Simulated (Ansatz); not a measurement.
Reactions of `B[Se]C`.

Isolated molecules relaxed with PBE0-D4/def2-TZVP in Ansatz; ΔE leaves out vibrations. CBS: MP2 limit from def2 TZ/QZ plus the TZ coupled-cluster correction, frozen cores. This one scheme is used for every species. DFT in def2-TZVPP. Elements past krypton have def2 core potentials. For As, Br, Se, Sn outer-core shells are correlated without core-valence functions, which leaves a few kJ/mol of doubt a bond. Scalar relativity is left out up to krypton. One conformer a species, not always the lowest.

```
                                                             reaction  MP2/CBS(def2) (kJ/mol)  PBE-D4 (kJ/mol)
                       `B[Se]C` + `[SiH3]Br` → `B[SiH2]Br` + `C[SeH]`                     132              122
                            `B[Se]C` + `[AsH3]` → `C[Se][AsH2]` + BH₃                      70               80
                     `B[Se]C` + `CS[SiH2]O` → `BO[SiH2]SC` + `C[SeH]`                     -28              -24
                   `B[Se]C` + `[SiH3][SeH]` → `C[Se][Se][SiH3]` + BH₃                      84               91
`B[Se]C` + `[CH3][SnH]([OH])[SH]` → `C[O][SnH]([CH3])[SH]` + `B[SeH]`                      67               59
```

(1) Give the CCSD(T)/CBS values in the same order. (Estimate.)

Largest T1 diagnostic: 0.013, for `B[SeH]`.

Answers

(1) Computed: 123, 74, -32, 88, 59 kJ/mol.
